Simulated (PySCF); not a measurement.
Chain-length series, n-germane amino/formyl (end groups after the name). Gas-phase values, no solvent. One relaxed conformer stands for each flexible species; it need not be the lowest. Strings in code marks are SMILES.

The LUMO from two functionals at the same geometries (PBE0-D4/def2-SVP), both in PySCF: PBE-D3(BJ)/def2-TZVP and PBE0-D4/def2-TZVP. 

```
species                                                    PBE0-D4/def2-TZVP (eV)
---------------------------------------------------------  ----------------------
n = 1 (`[GeH2]([CH]=O)[NH2]`)                                               -1.42
n = 2 (`[NH2][GeH2][GeH2][CH]=O`)                                           -1.56
n = 3 (`[NH2][GeH2][GeH2][GeH2][CH]=O`)                                     -1.59
n = 4 (`[NH2][GeH2][GeH2][GeH2][GeH2][CH]=O`)                               -1.67
n = 5 (`[GeH2]([GeH2][GeH2][GeH2][CH]=O)[GeH2][NH2]`)                       -1.69
n = 6 (`[NH2][GeH2][GeH2][GeH2][GeH2][GeH2][GeH2][CH]=O`)                   -1.72
```

What does PBE-D3(BJ)/def2-TZVP give for each?


- n = 1 (`[GeH2]([CH]=O)[NH2]`): -2.59
- n = 2 (`[NH2][GeH2][GeH2][CH]=O`): -2.67
- n = 3 (`[NH2][GeH2][GeH2][GeH2][CH]=O`): -2.67
- n = 4 (`[NH2][GeH2][GeH2][GeH2][GeH2][CH]=O`): -2.69
- n = 5 (`[GeH2]([GeH2][GeH2][GeH2][CH]=O)[GeH2][NH2]`): -2.71
- n = 6 (`[NH2][GeH2][GeH2][GeH2][GeH2][GeH2][GeH2][CH]=O`): -2.73
Over these rows, drawn at random from the members with no instability flagged (it was tested for open shells, ions and some series alone), PBE minus PBE0-D4: mean -1.07 eV, from -1.16 eV to -1.01 eV.
